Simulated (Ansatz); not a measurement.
CH9BSSi2, relaxed with RKS PBE-D4/def2-SVP in the Gaussian-basis code of Ansatz from a rough embedded geometry. The force threshold is 0.03 eV/Å; the program also tests the step.

Total charge 0; spin multiplicity 1. The bonds changed during the relaxation, so this is another structure than the one it started from.

Start:

```xyz
14

B     1.163   -0.768    1.321
Si   -0.177   -0.323    0.094
C    -1.449    0.698    0.945
Si    0.640    0.836   -1.577
S    -1.082   -2.127   -0.688
H     1.138   -0.427    2.497
H     2.101   -1.443    1.015
H    -2.313    0.969    0.230
H    -1.933    0.170    1.809
H    -1.019    1.660    1.351
H     1.746    0.043   -2.243
H     1.311    2.080   -1.038
H    -0.293    1.175   -2.520
H     0.167   -2.543   -1.197
```

```tsv
step	energy (eV)	largest force (eV/Å)	largest move (Å)
1	-28424.5184	3.275	0.000
2	-28425.1507	1.047	0.152
3	-28425.2211	0.556	0.139
4 (rejected)	-28425.1943	0.837	0.200
5	-28425.2574	0.162	0.096
6	-28425.2719	0.222	0.100
7	-28425.3033	0.154	0.146
8	-28425.3512	0.244	0.195
9	-28425.4254	0.524	0.195
10	-28425.5257	0.870	0.195
11	-28425.6544	0.834	0.195
12	-28425.6671	1.009	0.194
13	-28425.7352	0.353	0.072
14 (rejected)	-28425.7314	0.371	0.200
15	-28425.7540	0.088	0.097
16 (rejected)	-28425.7512	0.190	0.100
17	-28425.7574	0.029	0.050
18	-28425.7581	0.032	0.032
19	-28425.7584	0.017	0.015
20	-28425.7588	0.016	0.044
21	-28425.7590	0.021	0.032
```

End:

```xyz
14

B     1.018   -1.294    1.313
Si    0.071    0.162    0.370
C    -1.550    0.914    0.996
Si    0.687    0.966   -1.752
S    -0.328   -2.099   -0.001
H     0.568   -1.531    2.422
H     2.160   -1.597    1.030
H    -2.333    0.941    0.213
H    -1.923    0.343    1.869
H    -1.359    1.956    1.329
H     1.703    0.029   -2.355
H     1.307    2.335   -1.642
H    -0.493    1.061   -2.687
H     0.473   -2.185   -1.105
```

It took 39 s on 4 threads of a server CPU on a shared host, with 0.2 GiB of host memory at the peak.
